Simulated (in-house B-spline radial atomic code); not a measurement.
**RPA and G0W0 on PBE: P**

Configuration [Ne] 3s2 3p3, highest spin, mean-field start PBE. Computed with an all-electron radial atomic-structure program (B-spline basis): all electrons, non-relativistic, point nucleus, each spin shell either full or empty, empty states to l = 9 with an (l + 1/2)⁻⁴ tail; G0W0 by contour deformation at full frequency.

Command:
```bash
python run_gw.py task.json out
```
Settings (radii: box in bohr, nucleus in fm):
```
Z                        15
electrons                15
configuration            [Ne] 3s2 3p3
hamiltonian              nr
method                   pbe,pbe
lmax                     9
spin_polarised           True
box_radius               40
intervals                52
```

Run time, properties included: 2.1 s on 1 thread of Arm Neoverse N1, with other jobs on the host.

Energies (hartree):

```
                                     term       value
                         mean-field total  -341.11567
Hartree-Fock functional on these orbitals  -340.70929
                      direct second order      -1.009
                    second-order exchange     0.37168
                         SOSEX correction     0.32816
```

What is the RPA correlation energy, and what remains with SOSEX?

RPA gives -0.85711 hartree (-1.55 eV per electron); RPA + SOSEX gives -0.52895, and the second-order doubles -0.6373 hartree (no singles). SOSEX takes back 38 % of the RPA value.

Quasi-particle levels (eV):

```json
{"level": "3p up", "occupied": "yes", "mean field": "-6.294", "Σx - vxc": "-4.26", "Σc": "?", "QP weight": "?", "G0W0": "?"}
{"level": "3p down", "occupied": "no", "mean field": "-3.737", "Σx - vxc": "5.64", "Σc": "-3.00", "QP weight": "0.831", "G0W0": "-1.095"}
```

G0W0 = mean field + (Σx - vxc) + Σc, with Σc (partial-wave tail included) taken at the quasi-particle energy. Only the outer levels were computed. Levels of low weight are left out.

Where does G0W0 put 3p up?

At -10.091 eV, with Σc = 0.46 eV and a quasi-particle weight of 0.784. The tabulated removal energy is 10.487 eV (NIST, measured); the calculation leaves out relativity, Breit and QED terms, and what these don't explain is the method's own error.
